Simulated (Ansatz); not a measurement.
A CCSD(T) single point on CH3ClO2Si, SMILES `O[Si@@H]1O[C@@H]1Cl`.

```yaml
crystal:
  periodic: [false, false, false]
  atoms:
    - {symbol: O, position_ang: [0.016258, 1.152585, 1.486011]}
    - {symbol: Si, position_ang: [0.648567, 0.013714, 0.525297]}
    - {symbol: O, position_ang: [0.755582, 0.256959, -1.111863]}
    - {symbol: C, position_ang: [-0.282392, -0.718881, -0.832418]}
    - {symbol: Cl, position_ang: [-1.919857, -0.119567, -1.165488]}
    - {symbol: H, position_ang: [-0.794259, 1.575133, 1.187452]}
    - {symbol: H, position_ang: [1.811734, -0.559090, 1.212619]}
    - {symbol: H, position_ang: [-0.143534, -1.657852, -1.357509]}
basis:
  gaussian: {orbitals: def2-TZVPP}
correlation: {method: ccsd_t}
output: {orbitals: {seedname: orbitals}}
```

```sh
$ ansatz run in.yaml --threads 2 --pin off --events-out ev --progress --plain --max-ram 4352MiB
```

Output of Ansatz, abridged:

```
Functional definition: HF
1329 factors; integrals over basis functions are off by at most 9.8e-4 eV
mean field evaluation 1: about -25517.2759 eV, gradient 4.6e1 eV
mean field evaluation 2: about -25517.6431 eV, gradient 4.7e1 eV
mean field evaluation 4: about -25521.8350 eV, gradient 4.0e0 eV
mean field evaluation 8: about -25521.9127 eV, gradient 4.4e-1 eV
mean field evaluation 16: about -25521.9138 eV, gradient 2.7e-6 eV
mean field -25521.91382913 eV, -937.9130338461 hartree, gradient 2.7e-6 eV, S^2 0.000000; 0 other end points of the search recorded, 0 dependent functions left out
13 core orbitals not correlated: weight in the atoms' cores, before any rotation towards them, 1.000 or more for the frozen orbitals, at most 0.000 for the correlated occupied ones
reference -25521.91382913 eV, -937.9130338461 hartree; 15, 15 occupied and 191, 191 virtual orbitals, 1329 factors
second order -25.63215619 eV of doubles, -0.00000000 eV of singles
cycle   1  -25.64205108 eV  change   -9.9e-3 eV  update   1.1e-1
cycle   2  -26.26600511 eV  change   -6.2e-1 eV  update   3.5e-2
cycle   3  -26.41991971 eV  change   -1.5e-1 eV  update   1.8e-2
cycle   4  -26.40274105 eV  change    1.7e-2 eV  update   4.4e-3
cycle   5  -26.40105539 eV  change    1.7e-3 eV  update   2.3e-3
cycle   6  -26.40241924 eV  change   -1.4e-3 eV  update   7.2e-4
cycle   7  -26.40199838 eV  change    4.2e-4 eV  update   3.1e-4
cycle   8  -26.40192362 eV  change    7.5e-5 eV  update   8.5e-5
cycle   9  -26.40195090 eV  change   -2.7e-5 eV  update   3.6e-5
perturbative correction -1.11714776 eV, -0.0410544229 hartree
Total energy: -25549.43292779 eV, -938.9243420687 hartree
```

Hardware: 2 threads of an Arm Neoverse V1 on a shared host. Wall time 2.6 min, peak host memory 3.3 GiB.

Correlation energy per correlated electron: -0.917 eV. T1 diagnostic: 0.0132.
